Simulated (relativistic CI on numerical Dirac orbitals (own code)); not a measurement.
Slater and spin-orbit integrals, Sr4+

Computed by Dirac-Coulomb-Breit CI, KLI orbitals optimised for each configuration, model QED (radiative potential, 1s self-energy scaled to tabulated hydrogen-like ionisation energies), valence Slater integrals scaled by 0.85, P86 correlation energy added to each configuration (own radial code, finite nucleus).

Slater integrals F^k, G^k are unscaled and averaged over j, outside the closed core [Ar] 3d10; ζ comes from projecting the Hamiltonian with its Breit term on Σ l·s of the shell.

- 4s2 4p4: F^2(4p,4p) = 72261, ζ(4p) = 7070.9 cm⁻¹; <r>(4p) = 1.452, <r^2>(4p) = 2.395 (bohr units).
- 4s 4p5: G^1(4s,4p) = 97193, ζ(4p) = 7046.3 cm⁻¹; <r>(4s) = 1.302, <r^2>(4s) = 1.915, <r>(4p) = 1.45, <r^2>(4p) = 2.389 (bohr units).
- 4s2 4p3 4d: F^2(4p,4p) = 72720, ζ(4p) = 7288.2, F^2(4p,4d) = 58675, G^1(4p,4d) = 72351, G^3(4p,4d) = 44537, ζ(4d) = 407.71 cm⁻¹; <r>(4p) = 1.442, <r^2>(4p) = 2.363, <r>(4d) = 1.876, <r^2>(4d) = 4.048 (bohr units).

In this model ζ of a weakly bound d, f or g electron outside closed shells comes out too small, for d by up to a factor of two or three and at times with the wrong sign; that of an outer p electron is too small as well.

Averages of the first 10 configurations, taken without configuration mixing, which lowers the lowest level and can move excited configurations by several eV; other configurations of the list can lie among them:

| Configuration | Parity | States | Average energy above the lowest level (eV) |
| --- | --- | --- | --- |
| 4s2 4p4 | even | 15 | 3.0 |
| 4s 4p5 | odd | 12 | 25.6 |
| 4s2 4p3 4d | odd | 200 | 31.6 |
| 4p6 | even | 1 | 51.6 |
| 4s2 4p3 4f | even | 280 | 53.0 |
| 4s 4p4 4d | even | 300 | 53.0 |
| 4s2 4p3 5s | odd | 40 | 38.2 |
| 4s2 4p3 5p | even | 120 | 44.2 |
| 4s 4p4 4f | odd | 420 | 74.9 |
| 4s2 4p3 5d | odd | 200 | 52.7 |
